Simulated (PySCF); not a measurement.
Structure problem from calculated spectra and properties.

Elements present: C, F, H, O and Si. Monoisotopic mass: 130.0062 u.

| Item | Value |
| --- | --- |
| 1H NMR | chemical shifts (computed TMS as zero) by class: 5.10 (3 H), 3.87 (2 H) ppm [GIAO KT2/pcSseg-2] |
| UV, first state | lowest singlet excitation: 7.06 eV (176 nm, f = 0.001) [TDDFT PBE0/def2-SVPD] |
| NMR, other nuclei | isotropic shieldings of nuclei other than C and H, by class: 312 (1 O), 250 (3 F), 379 (1 Si) ppm [GIAO KT2/pcSseg-2] |
| Dipole | 2.70 D [PBE0/def2-SVPD] |
| Triplet | lowest triplet excitation (Tamm–Dancoff): 6.69 eV [TDA PBE0/def2-SVPD] |
| Polarisability | 58.8 au [PBE0/def2-SVPD] |
| 13C NMR | chemical shifts (computed TMS as zero) by class: 133.6 (1 C), 69.0 (1 C) ppm [GIAO KT2/pcSseg-2] |
| UV, strongest line | among the 10 lowest singlet transitions: S9 at 9.06 eV (137 nm, f = 0.152) [TDDFT PBE0/def2-SVPD] |
| Rotational structure | rotational constants A, B, C: 5.022, 1.019, 1.012 GHz [PBE0-D3(BJ)/def2-SVP] |
| Valence photoelectron | vertical ionisation energy: 10.94 eV [ΔSCF PBE0/def2-SVPD] |

Electronic properties: PySCF, gas phase, density fitting. Levels stand in brackets. One conformer (not necessarily the lowest) at the PBE0-D3(BJ)/def2-SVP geometry, without solvent, vibrations or thermal averaging. NMR classes are plain means over equivalent atoms (diastereotopic ones count apart unless rotation or inversion swaps them), as if these changed places fast.

Question: Which formula fits the mass and the elements?

Answer: C2H5F3OSi (calculated 130.0062). No other formula that holds each of these elements comes within 0.0003 u with a fitting electron parity and a possible valence count.

Question: Propose a structure and show how it fits.

Answer: Numbering: `[F:1][C:2]([F:3])([F:4])[CH2:5][O:6][SiH3:7]`. Its formula, C2H5F3OSi, gives 0 degrees of unsaturation, so no ring and no π bond. 2 carbons fall into 2 classes; from least to most shielded: CF3 carbon [C2] (133.6 ppm), sp3 carbon bound to oxygen [C5] (69.0 ppm). Hydrogen classes from least to most shielded: 3 H on an oxygen-bound silicon, Si7 (5.10 ppm), 2 H on an sp3 carbon bound to oxygen, C5 (3.87 ppm). The other shieldings belong to: 312 ppm, silyl ether oxygen [O6]; 250 ppm, fluorine of a CF3 group [F1/F3/F4]; 379 ppm, oxygen-bound silicon [Si7]. The first electron is taken from the HOMO, whose largest Löwdin shares are 0.49 on the silyl ether oxygen, 0.14 on the oxygen-bound silicon, 0.09 on the sp3 carbon bound to oxygen and 0.09 on an Si–H hydrogen. By its constants the optimised geometry is a nearly prolate symmetric top. Structure: `FC(F)(F)CO[SiH3]`. Computed isomers that give other values at the same levels: `CO[SiH2]C(F)(F)F` (rotational constant A: 4.251 GHz; this holds for the one conformer computed); `O[SiH2]CC(F)(F)F` (rotational constant A: 3.955 GHz; this holds for the one conformer computed). The assignments are read from this structure; whether some other isomer fits the data as well wasn't checked.

The values belong to the conformer `[F:1][C:2]([F:3])([F:4])[CH2:5][O:6][SiH3:7]`: F1–C2–C5–O6 180°, C2–C5–O6–Si7 175°.
